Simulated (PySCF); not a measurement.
## `C(S/C(C)=C/C#N)(F)(F)F`, C₅H₄F₃NS

Cartesian coordinates in Å; atom numbers follow the order of the lines, from 1:
```xyz
14

C    -1.3654    1.3809   -0.5032
C    -0.3252    0.3558   -0.2016
C    -0.5876   -0.8928    0.1990
C    -1.9109   -1.3388    0.3744
N    -2.9792   -1.7288    0.5207
S     1.3019    1.0181   -0.4550
C     2.4127   -0.2757    0.2115
F     2.3652   -1.4084   -0.4914
F     2.1313   -0.5849    1.4770
F     3.6591    0.1744    0.1698
H    -1.2898    2.2082    0.2023
H    -1.2162    1.7855   -1.5037
H    -2.3588    0.9446   -0.4351
H     0.1625   -1.6386    0.4131
```

The calculation used GIAO PBE/pcSseg-1 magnetisability, rotational g tensor and spin-rotation constants, non-relativistic, gas phase in PySCF. Geometry: GFN2-xTB.

Task: How diamagnetic is it, and how anisotropic?

Result: Isotropic -1342 × 10⁻³⁰ J/T², or -80.8 × 10⁻⁶ cm³/mol; principal values -1383, -1369, -1275 × 10⁻³⁰ J/T², anisotropy 101 × 10⁻³⁰ J/T² (root of half the summed squared differences of the principal values). The susceptibility is in cgs units.

Task: Split it along the inertial axes a, b, c into diamagnetic and paramagnetic parts about the centre of mass, with the quadrupole moment.

Result: 
```csv
axis,χ (10⁻⁶ cm³/mol),diamagnetic (10⁻⁶ cm³/mol),paramagnetic (10⁻⁶ cm³/mol),summed x² of all electrons (Å²),quadrupole Θ (D Å)
a,-83.0,-646.9,563.9,360.3,-18.05
b,-76.9,-1681.6,1604.7,116.4,+12.29
c,-82.6,-2022.6,1940.0,36.1,+5.75
```
Anisotropies 2χaa − χbb − χcc = -6.6 and 2χbb − χaa − χcc = +11.9 × 10⁻⁶ cm³/mol. Θ is traceless in Buckingham's convention.

Task: And the rotational g tensor?

Result: 
| axis | rotational constant (GHz) | g | nuclear part | electronic part |
| --- | --- | --- | --- | --- |
| a | 2.1168 | -0.0271 | 0.5336 | -0.5608 |
| b | 0.6924 | -0.0167 | 0.5053 | -0.5220 |
| c | 0.5764 | -0.0113 | 0.5140 | -0.5253 |

Asymmetric top; isotopes 12C, 19F, 1H, 14N, 32S; no vibrational averaging.
